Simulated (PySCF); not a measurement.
Computed IR spectrum (relative IR intensity) of a molecule C2H5NOSi. Geometry optimised at ωB97X-D3(BJ)/def2-SVP. The values are those of a single conformer. Calculation: ωB97X-D3(BJ)/def2-SVP (PySCF). Frequencies are harmonic and unscaled.

Lines under 2 % of the strongest are left out, and lines within 2 cm⁻¹ are merged.

```json
[
 {"ν (cm⁻¹)": "580", "relative intensity": "4.4"},
 {"ν (cm⁻¹)": "631", "relative intensity": "3.7"},
 {"ν (cm⁻¹)": "741", "relative intensity": "3.1"},
 {"ν (cm⁻¹)": "774", "relative intensity": "3.9"},
 {"ν (cm⁻¹)": "891", "relative intensity": "2.7"},
 {"ν (cm⁻¹)": "940", "relative intensity": "23"},
 {"ν (cm⁻¹)": "982", "relative intensity": "9.0"},
 {"ν (cm⁻¹)": "2264", "relative intensity": "9.1"},
 {"ν (cm⁻¹)": "2268", "relative intensity": "9.8"},
 {"ν (cm⁻¹)": "2480", "relative intensity": "100"}
]
```

Which structure fits?
A) C#C[Si@H](N)O
B) O=C/C=N/[SiH3]
C) C[SiH2]N=C=O
D) C1=NCO[SiH2]1

C, C[SiH2]N=C=O
